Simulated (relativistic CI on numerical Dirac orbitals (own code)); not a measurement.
A reference radial Dirac CI calculation of Tb23+ gave the lowest total energy -11470.74675 Ha in 30 SCF steps, from this input:

```
atom Tb  Z=65  charge=23  electrons=42
nucleus A=159  rms_radius_fm=5.0600
hamiltonian dirac-coulomb  breit=on  qed=on  c_scale=1
orbitals kli  potential=per-configuration
slater_scale 1
correlation none
mixing on
grid step=0.0125 r_max=6.2
scf mixing=0.4 start=green max_iterations=150 tolerance=2e-08 node_fill=0.05
configurations
  [Kr] 4d6
  [Ar] 3d10 4s2 4p5 4d7
  [Ar] 3d10 4s2 4p4 4d8
end
```

One setting was then changed, and the output read:

```
SCF 1: [Kr] 4d6
 iter      energy (Ha)   residual   last orbital (Ha)
    1    -11333.440823   5.88e+00    -49.68606
    2    -11447.857324   3.06e+00    -38.26587
    3    -11488.157626   1.98e-01    -28.53515
    4    -11488.272867   1.18e-01    -28.88960
    5    -11488.336662   3.72e-03    -28.46839
    6    -11488.337245   3.24e-04    -28.46290
    7    -11488.337231   3.70e-05    -28.46077
    8    -11488.337227   3.98e-06    -28.46091
    9    -11488.337228   1.58e-06    -28.46091
   10    -11488.337228   6.60e-09    -28.46090
SCF 2: [Ar] 3d10 4s2 4p5 4d7
 iter      energy (Ha)   residual   last orbital (Ha)
    1    -11326.513564   5.88e+00    -49.68606
    2    -11442.025686   3.06e+00    -38.22455
    3    -11482.512560   2.01e-01    -28.49151
    4    -11482.634924   1.18e-01    -28.85506
    5    -11482.697009   4.21e-03    -28.43302
    6    -11482.697631   3.89e-04    -28.42661
    7    -11482.697634   5.63e-05    -28.42402
    8    -11482.697628   4.03e-06    -28.42423
    9    -11482.697628   1.93e-06    -28.42422
   10    -11482.697629   6.49e-09    -28.42422
SCF 3: [Ar] 3d10 4s2 4p4 4d8
 iter      energy (Ha)   residual   last orbital (Ha)
    1    -11319.471309   5.89e+00    -49.68606
    2    -11436.099839   3.06e+00    -38.18358
    3    -11476.774942   2.05e-01    -28.44909
    4    -11476.903941   1.18e-01    -28.82291
    5    -11476.965613   4.80e-03    -28.39848
    6    -11476.966306   4.31e-04    -28.39070
    7    -11476.966313   7.79e-05    -28.38779
    8    -11476.966305   3.86e-06    -28.38806
    9    -11476.966305   2.14e-06    -28.38806
   10    -11476.966306   6.43e-09    -28.38806
orbital energies (Ha): 3p3/2 -83.6421  3d3/2 -72.0564  3d5/2 -70.8042  4s -37.6083  4p1/2 -34.8524  4p3/2 -33.3396  4d3/2 -28.7697  4d5/2 -28.4609
configuration averages (Ha): Dirac-Coulomb, Breit, QED
  4p6 4d6                     -11488.337228   10.902617    7.346421
  4p5 4d7                     -11482.697629   10.880972    7.344163
  4p4 4d8                     -11476.966306   10.859485    7.341904
levels: no., configuration, term, J, E (cm-1), weight
   1 4p6 4d6                5D   4                0.0  0.58
   2 4p6 4d6                3P   2            17898.1  0.43
   3 4p6 4d6                5D   0            43400.3  0.43
   4 4p6 4d6                5D   3            45537.5  0.81
   5 4p6 4d6                5D   1            55735.5  0.66
   6 4p6 4d6                5D   4            62219.9  0.29
   7 4p6 4d6                3G   5            82181.5  0.57
   8 4p6 4d6                3H   6            84084.3  0.76
   9 4p6 4d6                3F   2            93544.4  0.49
  10 4p6 4d6                3F   3            95599.7  0.37
  11 4p6 4d6                5D   2           107494.1  0.46
  12 4p6 4d6                3D   1           122675.0  0.60
  13 4p6 4d6                5D   0           122897.1  0.45
  14 4p6 4d6                3G   4           123037.8  0.43
lowest total energy -11470.737678 Ha
end: converged
```

(1) Which setting was changed?
A. node fill of the KLI weights
B. start potential
C. charge
D. QED terms

## Answers

(1) A. The node fill of the KLI weights 0.
